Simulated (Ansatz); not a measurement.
Species: B2F4, charge 0, multiplicity 1. 
Geometry from a B3LYP-D3(BJ)/def2-TZVP (Ansatz, a program for electronic structure) optimisation:
```
B
F 1 1.3221
F 1 1.3221 2 116.89
B 1 1.7178 2 121.55 3 -180.00
F 4 1.3221 1 121.55 2 90.00
F 4 1.3221 5 116.89 1 -180.00
```
Charge 0, spin multiplicity 1.

Computed values are from Ansatz. Cores are frozen in the correlated levels unless marked. Open shells are spin-unrestricted. Spin-orbit coupling is left out. No relativistic terms. Basis-set limits of correlation are two-point, X^-3; Hartree-Fock from the larger set.

**Question.** What is the T1 diagnostic at CCSD/cc-pVQZ?

**Answer.** 0.014.

**Question.** What is the total energy at CCSD(T)/CBS(cc-pVTZ,cc-pVQZ)?

**Answer.** -448.9785 Eh.

**Question.** What is the atomisation energy De at CCSD(T)/CBS(cc-pVTZ,cc-pVQZ)?

**Answer.** 696.5 kcal/mol.

**Question.** What is the dipole moment at CCSD(T)/aug-cc-pVDZ?

**Answer.** 0.00 D.
